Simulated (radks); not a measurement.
The numbers below are computed, except where a source is named.
Valence configurations of neutral dysprosium (all share [Xe]). Code: a radial shooting solver on a logarithmic mesh with Libxc functionals. Model: Dirac Kohn-Sham, PBEsol, spin-unpolarised, spherical densities, finite nucleus; open shells are shared between the two j in proportion to 2j + 1; Fermi nuclear charge, rms radius 5.2218 fm. Energies are relative to 4f10 6s2; eigenvalues in eV.

| valence | E (eV) | e(4f5/2) | e(4f7/2) | e(5d3/2) | e(5d5/2) | e(6p1/2) |
|---|---|---|---|---|---|---|
| 4f10 6s2 | 0.000 | -3.645 | -2.767 | - | - | - |
| 4f10 5d0.5 6s1.5 | 1.303 | -3.215 | -2.338 | -1.102 | -0.928 | - |
| 4f10 5d1 6s1 | 2.631 | -2.935 | -2.058 | -0.990 | -0.830 | - |
| 4f10 6p2 | 5.502 | -6.369 | -5.489 | - | - | -2.478 |
| 4f9 5d2 6s1 | 6.437 | -8.422 | -7.482 | -1.789 | -1.541 | - |
| 4f9 5d1 6s1 6p1 | 7.358 | -11.070 | -10.128 | -3.564 | -3.253 | -2.143 |
| 4f9 5d2 6p1 | 9.212 | -9.618 | -8.678 | -2.738 | -2.466 | -1.928 |
| 4f8 6s2 6p2 | 20.931 | -23.691 | -22.682 | - | - | -3.449 |

NIST lists [Xe] 4f10 6s2 as the ground configuration; this level of theory agrees among the configurations tried. The energies are those of spherical spin-averaged densities, not of single terms. No valid solution was reached for [Xe] 4f11 6s1; [Xe] 4f12.
